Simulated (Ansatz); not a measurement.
Species: sum formula MnOH, charge 0, multiplicity 7. The spin state was set by rule; other spins were not relaxed. 
Geometry from a B3LYP-D3(BJ)/def2-TZVP (Ansatz, a quantum-chemistry and plane-wave program) optimisation:
```
O
H 1 0.9572
Mn 1 1.8453 2 145.65
```
Charge 0, spin multiplicity 7.

Basis-set convergence of Hartree-Fock and MP2 correlation energies (hartree) with Ansatz. Cores are frozen in the correlated levels unless marked. UHF or UKS for open shells. No spin-orbit coupling. The frozen core is the preceding noble-gas configuration, with the filled d and f shells of earlier blocks. Non-relativistic.

| basis | functions | E(HF) | E(corr, MP2) |
|---|---|---|---|
| def2-SVP | 50 | -1225.10083 | -0.26151 |
| def2-TZVPP | 109 | -1225.35720 | -0.36539 |
| def2-QZVPP | 187 | -1225.38454 | -0.39492 |

Extrapolating the two largest sets (X = 3 and 4) as X^-3: E(corr) = (64·(-0.39492) - 27·(-0.36539))/37 = -0.4165 Eh, an estimate of the basis-set limit. The largest set recovers 94.8 % of it, the smallest 62.8 %.
